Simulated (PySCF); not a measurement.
PySCF 2.14 output of an unrestricted TPSSh calculation on a single atom or ion in ANO-RCC-VTZP, with scalar relativity by spin-free X2C-1e:

```
SCF conv_tol = 1e-09
number electrons alpha = 30  beta = 27
    V. N. Staroverov, G. E. Scuseria, J. Tao, and J. P. Perdew.,  J. Chem. Phys. 119, 12129 (2003)
cycle= 1 E= -9235.19374891087  delta_E= -0.00906  |g|= 0.0293  |ddm|= 0.0984
cycle= 2 E= -9235.19389735822  delta_E= -0.000148  |g|= 0.0121  |ddm|= 0.0215
cycle= 3 E= -9235.19392150253  delta_E= -2.41e-05  |g|= 0.00389  |ddm|= 0.00608
cycle= 4 E= -9235.19392538973  delta_E= -3.89e-06  |g|= 0.00058  |ddm|= 0.00322
cycle= 5 E= -9235.19392572607  delta_E= -3.36e-07  |g|= 0.000104  |ddm|= 0.002
cycle= 6 E= -9235.19392576976  delta_E= -4.37e-08  |g|= 3.56e-05  |ddm|= 0.000806
cycle= 7 E= -9235.19392577775  delta_E= -7.99e-09  |g|= 4.52e-06  |ddm|= 0.000478
cycle= 8 E= -9235.19392577786  delta_E= -1.11e-10  |g|= 1.23e-06  |ddm|= 6e-05
converged SCF energy = -9235.19392577786  <S^2> = 3.7515935  2S+1 = 4.0007967
```

The run itself started from symmetry-adapted Hartree-Fock orbitals and held the occupation by maximum overlap, on a logarithmic radial grid, so the iterations belong to that start.

Q: Which element, charge and spin multiplicity is this?

A: Pr²⁺ (praseodymium, charge +2), multiplicity 4; the state was [Xe] 4f2 5d1, one real determinant (an excited configuration).

⟨L²⟩ = 30.02 against 56 for a pure K term, so this real determinant mixes terms. Spin-orbit coupling, absent here, splits the open shell strongly.
